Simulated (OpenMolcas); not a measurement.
Lines of Pt I: computed and rescaled rates

```yaml
Program: OpenMolcas 26.06
Method: "MS-CASPT2, IPEA 0.25 Eh, imaginary shift 0.1 Eh (closed shells correlated: 5s 5p)"
Basis: ANO-RCC-VQZP [9s8p6d4f2g1h]
Scalar_Hamiltonian: DKH2, point nucleus
Active_space: 10 electrons in 11 orbitals (5d 6s 6d)
State_averaging: 2S+1 = 3 even, 15 roots; 2S+1 = 1 even, 11 roots kept (CI in the orbitals of an earlier block)
Spin-orbit_coupling: RASSI with atomic mean-field integrals over the reference wave functions, term energies averaged over their components
```

Rates come from the transition moments of the reference wave functions (E1 and E2 in the length form). At fixed line strength A goes as λ^-3 for E1 and M1 and as λ^-5 for E2, so a rate at the computed wavelength can be rescaled to the measured one. Measured vacuum wavelengths follow from level energies in NIST Handbook of Basic Atomic Spectroscopic Data. Branching counts decays inside the model space alone, at computed energies, and the table is only a selection of the E2 and M1 lines, drawn from those between levels with measured partners whose computed energy lies within a factor of 1.5 of the measured one.

```tsv
Upper	Lower	Type	λ computed (nm)	λ measured (nm)	A computed (s-1)	A rescaled (s-1)	Branching %
5d8 6s2 3F3	5d8 6s2 3F4	M1	1158	1076	1.68e+01	2.09e+01	95.6
5d8 6s2 3F2 [57 %]	5d8 6s2 3F3	M1	1846	1857	3.28e+00	3.22e+00	22.0
5d8 6s2 3F2 [57 %]	5d9 6s 3D3	M1	647.8	645.1	7.56e-01		5.1
5d8 6s2 3F2 [57 %]	5d9 6s 3D3	E2	647.8	645.1	2.26e-01	2.31e-01	1.5
5d8 6s2 3F2 [57 %]	5d8 6s2 3F4	E2	711.7	681.3	9.20e-02	1.14e-01	0.6
```

Spin-changing lines and M1 lines between different terms are not rescaled, since their strength hangs on the term gaps too.

The largest correction is for 5d8 6s2 3F3 → 5d8 6s2 3F4 (M1): 1.68e+01 × (1158 / 1076)^3 = 2.09e+01 s-1, a factor of 1.25.

The computed rate and branching of 5d8 6s2 3F3 → 5d8 6s2 3F4 give the upper level a radiative lifetime of 0.956 / 1.68e+01 s-1 = 5.69e-02 s, counting decays inside the model space alone. The rescaled rate gives about 4.6e-02 s.

No measured rate stands beside these. Rescaling mends the energy factor alone: line strengths can still be far off where a level mixes with configurations outside the active space, and weak or spin-changing lines hang on small mixing coefficients that depend on the term gaps too, so rescaling need not improve them.

Term energies are means over components that CASPT2 splits; among the terms shown or strongly mixed into the levels shown the widest spread is 1100 cm-1 (5d8 6s2 3F). Active for correlation alone: 6d; no level in the range computed is led by a configuration that fills it, so any true level of that kind is missing. Computed and measured levels are paired by configuration, term and J; levels that our copy of the source lacks, or whose pairing is in doubt (as where it misses far off the trend of its configuration), stay unpaired. Levels of configurations outside the active space are missing.

A share in square brackets marks a mixed level and gives the weight of the term that names it.
